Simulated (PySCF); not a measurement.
1,1-dimethylcyclopropane (C₅H₁₀), SMILES CC1(C)CC1. Atoms are numbered in the order given.

```xyz
15

C      0.0000     1.2696    -0.9676
C      0.0000     0.0000    -0.1500
C      0.0000    -1.2696    -0.9676
C     -0.7517     0.0000     1.1520
C      0.7517     0.0000     1.1520
H     -0.8902     1.3224    -1.6159
H      0.0000     2.1629    -0.3247
H      0.8902     1.3224    -1.6159
H      0.0000    -2.1629    -0.3247
H     -0.8902    -1.3224    -1.6159
H      0.8902    -1.3224    -1.6159
H     -1.2672    -0.9177     1.4499
H     -1.2672     0.9177     1.4499
H      1.2672    -0.9177     1.4499
H      1.2672     0.9177     1.4499
```

Geometry optimised at PBE0-D3(BJ)/def2-SVP.

Level of theory: PBE0/pcSseg-1 (PySCF).

GIAO shieldings, no solvent; atoms alike by connectivity are averaged. δ = σ(ref) − σ: ¹³C against TMS (σ = 186.3 ppm); ¹H against TMS (σ = 31.56 ppm), references at their B3LYP-D3(BJ)/def2-TZVP geometries, non-relativistic.

Computed chemical shifts:
```
nucleus                     atoms  count  δ (ppm)
-------  ------------------------  -----  -------
¹³C                        C1, C3      2     29.1
¹³C                        C4, C5      2     17.7
¹³C                            C2      1     13.0
¹H       H6, H7, H8, H9, H10, H11      6     1.33
¹H             H12, H13, H14, H15      4     0.52
```
